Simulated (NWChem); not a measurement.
System: C₄H₄O₂; SMILES C1=COC=CO1

Here is an NWChem input.

```
start job
memory heap 200 mb stack 900 mb global 1100 mb
geometry units angstroms noautosym nocenter noautoz
  C      1.151846     0.665261     0.000000
  C      1.151846    -0.665261     0.000000
  O      0.000000    -1.441155     0.000000
  C     -1.151846    -0.665261     0.000000
  C     -1.151846     0.665261     0.000000
  O      0.000000     1.441155     0.000000
  H      2.053918     1.262040     0.000000
  H      2.053918    -1.262040     0.000000
  H     -2.053918    -1.262040     0.000000
  H     -2.053918     1.262040     0.000000
end
basis spherical
  * library 6-31g*
end
dft
  xc b3lyp
  iterations 150
end
cosmo
  do_cosmo_smd true
  solvent toluene
end
task dft energy
```

All runs use the structure optimised with B3LYP/6-31G* (spherical d). B3LYP is NWChem's, with the RPA form of VWN correlation. Solvent: toluene.

Level: B3LYP/6-31G* with SMD (1 M gas to 1 M solution), gas-phase geometry.

### Question
What results follow from this input? (B3LYP/6-31G* (spherical d), SMD on the gas-phase geometry.) Quantities: solvation free energy (kcal/mol); cavity-dispersion-structure term (kcal/mol).

### Answer
```
Property                                     Result
-------------------------------------------  ------
solvation free energy (kcal/mol)               -2.6
cavity-dispersion-structure term (kcal/mol)    -0.2
```
